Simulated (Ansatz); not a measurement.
Consider the ligand exchange at the Si–S bond: `O[SiH](O)S[SiH](O)F` + `C[SiH](N)O` → `C[Si@H](O)N[Si@@H](O)F` + `O[SiH](O)S`.

Isolated molecules relaxed with PBE0-D4/def2-TZVP in Ansatz; ΔE leaves out vibrations. CCSD(T)/CBS is the MP2 limit (def2-TZVPP, def2-QZVPP) plus CCSD(T) − MP2 in def2-TZVPP, frozen cores. Each species was taken in one conformer, which may not be the lowest.

```csv
species,CCSD(T)/CBS(def2) energy (Eh)
`O[SiH](O)S[SiH](O)F`,-1304.55652
`C[SiH](N)O`,-461.32134
`C[Si@H](O)N[Si@@H](O)F`,-926.13670
`O[SiH](O)S`,-839.74481
```

Task: Work out ΔE.

Result: ΔE = (-926.13670) + (-839.74481) − (-1304.55652) − (-461.32134) = -0.00365 Eh = -2.3 kcal/mol.

Largest T1 diagnostic among the species: 0.012.

The D4 term adds +0.8 kcal/mol with B3LYP and +0.4 kcal/mol with PBE0; it sums over pairs of atoms, weighted by their polarisabilities, and B3LYP, whose exchange is more repulsive, gets the larger term. From PBE to PBE0 (25 % exact exchange), in def2-TZVPP and without D4, ΔE moves by −1.1 kcal/mol. In def2-TZVPP, CCSD(T) changes the Hartree–Fock value by +2.9 kcal/mol (the triples alone add +0.9 kcal/mol) and MP2 by +4.0 kcal/mol.

B3LYP here is the variant with VWN-RPA as its local correlation; programs differ in this.
